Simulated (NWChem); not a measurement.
C₂H₈Si; SMILES C[SiH2]C

All runs: NWChem. Coordinates come from a PBE0/def2-SVP optimisation. Computed dipoles belong to the equilibrium geometry; the measured one is vibrationally averaged.

Measured dipole moment: 0.75 D (NIST CCCBDB, as tabulated in the package chemicals).

Which of these levels lies farthest from the measured value, and how do the others fare: PBE/def2-TZVPD; PBE/def2-SVP; PBE/def2-TZVPP; PBE/STO-3G; PBE/def2-TZVP; PBE/def2-SVPD?

PBE/STO-3G.
| level | dipole moment (D) | computed − measured |
|---|---|---|
| PBE/STO-3G | 0.25 | -0.50 |
| PBE/def2-SVP | 0.83 | +0.08 |
| PBE/def2-SVPD | 0.80 | +0.05 |
| PBE/def2-TZVP | 0.83 | +0.08 |
| PBE/def2-TZVPD | 0.81 | +0.06 |
| PBE/def2-TZVPP | 0.82 | +0.07 |
